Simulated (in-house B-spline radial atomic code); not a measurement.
## Ionising the scandium ion Sc²⁺ with different functionals

Computed with a B-spline radial code for spherical atoms: four-component Dirac-Coulomb Hamiltonian, Fermi nucleus of rms radius 3.5459 fm, spin-restricted, spherical fractional occupations for the functionals. The ionisation energy is the difference of two self-consistent energies, [Ar] 3d1 → [Ne] 3s2 3p6, without Breit or QED terms; ε is the level of the shell that loses the electron (mean over j). The electron is taken from both j subshells in proportion to 2j + 1, so the result is a j average, not the step between ground levels.

Hybrids are left out here: with spherical fractional occupations of an open shell their exact exchange keeps a self-interaction that integer-occupation calculations don't have.

```tsv
method	rung	ΔSCF (eV)	-ε(3d) (eV)
LDA VWN5	LDA	25.10	18.13
relativistic LDA	LDA	25.11	18.15
LDA PW92	LDA	25.09	18.13
LDA exchange-only	LDA	23.57	16.72
PBE	GGA	24.87	17.91
PBEsol	GGA	24.82	17.85
BLYP	GGA	?	?
RPBE	GGA	24.82	17.88
PW91	GGA	24.98	18.01
BP86	GGA	?	?
AM05	GGA	24.80	17.83
OLYP	GGA	24.96	17.96
```

What does BP86 give?

ΔSCF 24.88 eV, and -ε(3d) = 17.92 eV.

What does BLYP give?

ΔSCF 24.87 eV, and -ε(3d) = 17.92 eV.

How do they compare with the NIST value?

NIST lists 24.757 eV (measured, ground level to ground level). Errors run from -1.18 to +0.36 eV; AM05 is closest (+0.05 eV), but part of that can be cancellation, since the calculations leave out Breit-QED terms, spin polarisation, the choice among j levels, multiplet and fine-structure energies.
